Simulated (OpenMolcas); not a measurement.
## Mo2+ in a point-charge field

Mo2+ among 6 point charges of -1.7 e arranged as a trigonal antiprism (D3d), 2.28 Å from the ion, with a polar angle of 65.1° against the regular 54.74°. The active orbitals were held to one l.

```yaml
Program: OpenMolcas
Method: CASSCF
Basis: ANO-RCC-VDZP [6s5p3d1f]
Scalar_Hamiltonian: DKH2, point nucleus
Active_space: 4 electrons in 5 orbitals (4d)
State_averaging: 2S+1 = 5 even, 5 roots; 2S+1 = 3 even, 45 roots; 2S+1 = 1 even, 50 roots
Spin-orbit_coupling: state interaction with AMFI integrals over the reference wave functions
```

The lowest spin-free states (labels of D3, the rotations of D3d), above the lowest:

```json
{"State": "5E", "Degeneracy": "2", "E (cm-1)": "0.0", "Free-ion L (%)": "D (100)"}
{"State": "3A2", "Degeneracy": "1", "E (cm-1)": "6288", "Free-ion L (%)": "H (38)"}
{"State": "3E", "Degeneracy": "2", "E (cm-1)": "8490", "Free-ion L (%)": "H (37)"}
{"State": "5E", "Degeneracy": "2", "E (cm-1)": "12172", "Free-ion L (%)": "D (100)"}
{"State": "3A1", "Degeneracy": "1", "E (cm-1)": "13577", "Free-ion L (%)": "G (38)"}
{"State": "3E", "Degeneracy": "2", "E (cm-1)": "14935", "Free-ion L (%)": "H (49)"}
{"State": "1E", "Degeneracy": "2", "E (cm-1)": "15384", "Free-ion L (%)": "G (46)"}
{"State": "1A1", "Degeneracy": "1", "E (cm-1)": "15646", "Free-ion L (%)": "I (62)"}
{"State": "1E", "Degeneracy": "2", "E (cm-1)": "15861", "Free-ion L (%)": "I (54)"}
{"State": "3E", "Degeneracy": "2", "E (cm-1)": "15897", "Free-ion L (%)": "H (76)"}
{"State": "5A1", "Degeneracy": "1", "E (cm-1)": "16246", "Free-ion L (%)": "D (100)"}
{"State": "2S+1 = 3", "Degeneracy": "3", "E (cm-1)": "17198", "Free-ion L (%)": "F (34)"}
{"State": "3A2", "Degeneracy": "1", "E (cm-1)": "18110", "Free-ion L (%)": "H (44)"}
{"State": "3A1", "Degeneracy": "1", "E (cm-1)": "19271", "Free-ion L (%)": "G (65)"}
{"State": "3E", "Degeneracy": "2", "E (cm-1)": "20045", "Free-ion L (%)": "G (36)"}
{"State": "1A1", "Degeneracy": "1", "E (cm-1)": "20490", "Free-ion L (%)": "G (37)"}
{"State": "1A1", "Degeneracy": "1", "E (cm-1)": "22599", "Free-ion L (%)": "I (48)"}
{"State": "1E", "Degeneracy": "2", "E (cm-1)": "23221", "Free-ion L (%)": "I (49)"}
{"State": "1A2", "Degeneracy": "1", "E (cm-1)": "23399", "Free-ion L (%)": "I (85)"}
{"State": "3E", "Degeneracy": "2", "E (cm-1)": "23570", "Free-ion L (%)": "P (37)"}
```

The lowest levels with spin-orbit coupling:

```json
{"E (cm-1)": "0.0", "Degeneracy": "1", "Label": "A1", "2S+1": "5", "g": ""}
{"E (cm-1)": "4.4", "Degeneracy": "1", "Label": "A2", "2S+1": "5", "g": ""}
{"E (cm-1)": "326.2", "Degeneracy": "2", "Label": "E", "2S+1": "5", "g": "0.00 0.00 0.83"}
{"E (cm-1)": "635.8", "Degeneracy": "2", "Label": "E", "2S+1": "5", "g": "0.00 0.00 3.08"}
{"E (cm-1)": "912.2", "Degeneracy": "1", "Label": "A1", "2S+1": "5", "g": ""}
{"E (cm-1)": "956.8", "Degeneracy": "1", "Label": "A2", "2S+1": "5", "g": ""}
{"E (cm-1)": "1224", "Degeneracy": "2", "Label": "E", "2S+1": "5", "g": "0.00 0.00 10.90"}
{"E (cm-1)": "6873", "Degeneracy": "1", "Label": "A1", "2S+1": "3", "g": ""}
{"E (cm-1)": "6883", "Degeneracy": "2", "Label": "E", "2S+1": "3", "g": "0.00 0.00 3.13"}
{"E (cm-1)": "9090", "Degeneracy": "2", "Label": "E", "2S+1": "3", "g": "0.00 0.00 3.96"}
{"E (cm-1)": "9182", "Degeneracy": "1", "Label": "A1", "2S+1": "3", "g": ""}
{"E (cm-1)": "9255", "Degeneracy": "1", "Label": "A2", "2S+1": "3", "g": ""}
{"E (cm-1)": "9266", "Degeneracy": "2", "Label": "E", "2S+1": "3", "g": "0.00 0.00 0.55"}
{"E (cm-1)": "12491", "Degeneracy": "2", "Label": "E", "2S+1": "5", "g": "0.00 0.00 6.57"}
{"E (cm-1)": "12512", "Degeneracy": "1", "Label": "A1", "2S+1": "5", "g": ""}
{"E (cm-1)": "12644", "Degeneracy": "1", "Label": "A2", "2S+1": "5", "g": ""}
{"E (cm-1)": "12708", "Degeneracy": "2", "Label": "E", "2S+1": "5", "g": "0.00 0.00 1.41"}
{"E (cm-1)": "12851", "Degeneracy": "2", "Label": "E", "2S+1": "5", "g": "0.00 0.00 5.00"}
{"E (cm-1)": "13000", "Degeneracy": "1", "Label": "A1", "2S+1": "5", "g": ""}
{"E (cm-1)": "13002", "Degeneracy": "1", "Label": "A2", "2S+1": "5", "g": ""}
```

Powder χT (cm3 K/mol): 0.422 at 2 K, 0.728 at 10 K, 0.917 at 50 K, 1.12 at 100 K, 1.44 at 200 K, 1.69 at 300 K. The effective moment at 300 K is 2.828 √(χT) = 3.68 μB.

The lowest level has 2S+1 = 5, for which the spin-only value is χT = S(S+1) / 2 = 3.000 cm3 K/mol (g = 2). The computed 1.692 at 300 K differs by -1.308, through orbital momentum, spin-orbit coupling and any other state in reach.

An orbital doublet at a regular site is open to a Jahn-Teller distortion, which this geometry leaves out. Without dynamic correlation the repulsion within the d shell is too large (B by tens of per cent), so at a given field states of lower spin stand too high. This shell can be high or low spin here, a state of another spin lies low, and with metal d orbitals alone active their balance is uncertain, so the ground spin may be wrong. Point charges give a weaker field than real ligands, and real ions of this kind are as a rule low spin; the high spin found here belongs to the model. Point charges carry no covalency, so the field is a model and not that of real ligands. A group larger than the point group allows holds several states that coincide in this model. No measured value stands beside these numbers.

A state without a sure symmetry label is named by its multiplicity alone. With an even number of electrons the g values are those of a degenerate or nearly degenerate non-Kramers pair.
